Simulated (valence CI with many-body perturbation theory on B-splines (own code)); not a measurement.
Er¹⁷⁺: calculated level list

Method: relativistic CI+MBPT: five valence electrons over a frozen Dirac-Fock core [Kr] 4d10, radial functions for each j: 7 s, 7 p, 7 d, 7 f, 4 g, 2 h, with the one-electron correlation potential Σ1, the two-electron term Σ2, the three-electron term Σ3, Breit, model QED; selected CI, second order for the rest, scaled by the run's own slope (own B-spline code, finite nucleus).

No measured spectrum was set against this ion. As an estimate, terms of the open shell hold to a few per cent of their energy, and close levels can change places. Among the levels kept, up to 1100 cm⁻¹ of a level comes from second order outside the variational space, and about a tenth of that is noise between levels of different J, which matters for small intervals.

Levels 1 to 45 of 199, with energies above the lowest level, 4f⁵ ⁶H°_5/2. "Leading %" is the weight of the configuration and term that name the level; weights of strongly mixed levels are sums over their largest components and can fall short. Lifetimes count E1, E2, E3, M1 and M2 decay at the calculated energies, and are blank where another channel may lead or the interval is too uncertain; long ones can be off by a factor of two.

| No. | Configuration | Term | J | E (eV) | Leading % | Second component | Lifetime |
| --- | --- | --- | --- | --- | --- | --- | --- |
| 1 | 4f⁵ | ⁶H° | 5/2 | 0.0000 | 88 | 11 % 4f⁵ ⁴G° |  |
| 2 | 4f⁵ | ⁶H° | 7/2 | 0.4610 | 92 | 7 % 4f⁵ ⁴G° | 239 ms |
| 3 | 4f⁵ | ⁶H° | 9/2 | 0.9495 | 95 |  | 158 ms |
| 4 | 4f⁵ | ⁶H° | 11/2 | 1.439 | 95 |  | 166 ms |
| 5 | 4f⁵ | ⁶F° | 1/2 | 1.752 | 92 | 7 % 4f⁵ ⁴D° | 744 s |
| 6 | 4f⁵ | ⁶F° | 3/2 | 1.790 | 88 | 6 % 4f⁵ ⁴D° | 1.12 s |
| 7 | 4f⁵ | ⁶H° | 13/2 | 1.915 | 92 | 6 % 4f⁵ ⁴I° | 231 ms |
| 8 | 4f⁵ | ⁶F° | 5/2 | 1.916 | 82 | 10 % 4f⁵ ⁴F° | 268 ms |
| 9 | 4f⁵ | ⁶F° | 7/2 | 2.291 | 87 | 8 % 4f⁵ ⁴F° | 254 ms |
| 10 | 4f⁵ | ⁶H° | 15/2 | 2.362 | 86 | 12 % 4f⁵ ⁴I° | 502 ms |
| 11 | 4f⁵ | ⁶F° | 9/2 | 2.772 | 91 | 5 % 4f⁵ ⁴F° | 240 ms |
| 12 | 4f⁵ | ⁶F° | 11/2 | 3.289 | 93 | 7 % 4f⁵ ⁴G° | 375 ms |
| 13 | 4f⁵ | ⁴G° | 5/2 | 4.009 | 40 | 20 % 4f⁵ ⁴F° | 6.23 ms |
| 14 | 4f⁵ | ⁴F° | 3/2 | 4.450 | 89 | 7 % 4f⁵ ⁶F° | 11.6 ms |
| 15 | 4f⁵ | ⁴M° | 15/2 | 4.529 | 59 | 16 % 4f⁵ ²L° | 79.9 ms |
| 16 | 4f⁵ | ⁴G° | 7/2 | 4.893 | 56 | 23 % 4f⁵ ⁴F° | 7.44 ms |
| 17 | 4f⁵ | ⁴I° | 9/2 | 4.909 | 87 | 9 % 4f⁵ ²H° | 14.6 ms |
| 18 | 4f⁵ | ⁴I° | 11/2 | 4.999 | 50 | 41 % 4f⁵ ⁴K° | 13.6 ms |
| 19 | 4f⁵ | ⁴K° | 13/2 | 5.023 | 32 | 31 % 4f⁵ ⁴L° | 18.8 ms |
| 20 | 4f⁵ | ⁴M° | 17/2 | 5.320 | 76 | 14 % 4f⁵ ⁴L° | 104 ms |
| 21 | 4f⁵ | ⁴P° | 5/2 | 5.485 | 23 | 22 % 4f⁵ ⁴G° | 8.47 ms |
| 22 | 4f⁵ | ⁴I° | 15/2 | 5.681 | 28 | 25 % 4f⁵ ⁴M° | 13.0 ms |
| 23 | 4f⁵ | ⁴G° | 9/2 | 5.789 | 67 | 14 % 4f⁵ ⁴F° | 12.2 ms |
| 24 | 4f⁵ | ⁴F° | 5/2 | 5.840 | 58 | 14 % 4f⁵ ⁴G° | 11.2 ms |
| 25 | 4f⁵ | ⁴M° | 19/2 | 5.892 | 82 | 12 % 4f⁵ ⁴L° | 250 ms |
| 26 | 4f⁵ | ⁴L° | 13/2 | 6.127 | 55 | 38 % 4f⁵ ⁴I° | 12.8 ms |
| 27 | 4f⁵ | ²P° | 1/2 | 6.160 | 51 | 43 % 4f⁵ ⁴D° | 9.05 ms |
| 28 | 4f⁵ | ⁶P° | 3/2 | 6.170 | 53 | 29 % 4f⁵ ⁴P° | 31.7 ms |
| 29 | 4f⁵ | ⁴L° | 15/2 | 6.267 | 49 | 17 % 4f⁵ ⁴I° | 21.6 ms |
| 30 | 4f⁵ | ⁴M° | 21/2 | 6.286 | 84 | 14 % 4f⁵ ²N° | 1.15 s |
| 31 | 4f⁵ | ⁴K° | 11/2 | 6.313 | 51 | 44 % 4f⁵ ⁴I° | 13.4 ms |
| 32 | 4f⁵ | ⁴G° | 11/2 | 6.507 | 49 | 39 % 4f⁵ ⁴H° | 37.7 ms |
| 33 | 4f⁵ | ⁴F° | 7/2 | 6.560 | 32 | 26 % 4f⁵ ⁴D° | 7.70 ms |
| 34 | 4f⁵ | ⁴L° | 17/2 | 6.671 | 53 | 22 % 4f⁵ ⁴K° | 56.2 ms |
| 35 | 4f⁵ | ⁴K° | 13/2 | 6.673 | 54 | 23 % 4f⁵ ²K° | 32.8 ms |
| 36 | 4f⁵ | ⁴H° | 7/2 | 6.856 | 69 | 12 % 4f⁵ ²G° | 13.5 ms |
| 37 | 4f⁵ | ⁴F° | 7/2 | 6.910 | 31 | 25 % 4f⁵ ⁶P° | 19.6 ms |
| 38 | 4f⁵ | ⁴F° | 9/2 | 6.938 | 26 | 20 % 4f⁵ ⁴G° | 8.49 ms |
| 39 | 4f⁵ | ⁴D° | 3/2 | 7.045 | 65 | 20 % 4f⁵ ⁶P° | 7.45 ms |
| 40 | 4f⁵ | ⁶P° | 5/2 | 7.054 | 50 | 25 % 4f⁵ ⁴D° | 11.8 ms |
| 41 | 4f⁵ | ⁴K° | 17/2 | 7.193 | 46 | 33 % 4f⁵ ²L° | 46.7 ms |
| 42 | 4f⁵ | ⁴H° | 9/2 | 7.286 | 55 | 18 % 4f⁵ ⁴G° | 11.9 ms |
| 43 | 4f⁵ | ⁴H° | 13/2 | 7.294 | 75 | 13 % 4f⁵ ⁴I° | 17.7 ms |
| 44 | 4f⁵ | ⁴K° | 15/2 | 7.390 | 58 | 28 % 4f⁵ ⁴L° | 32.9 ms |
| 45 | 4f⁵ | ⁴G° | 7/2 | 7.415 | 78 | 7 % 4f⁵ ²G° | 7.09 ms |

Names give the largest LS component (configuration and term), which can be under half, so a name can repeat, a term be missing and a line seem to break the LS rules; names also repeat where a configuration has a term twice.

Where two levels of one J and parity lie close, their mixing, g and order are uncertain.

The ionisation energy to 4f⁴ ⁵I4 of the next ion comes out as 400.69 eV (NIST: 415 ± 21 eV (theoretical)). All 199 levels together are meant to be complete up to 22.667 eV.
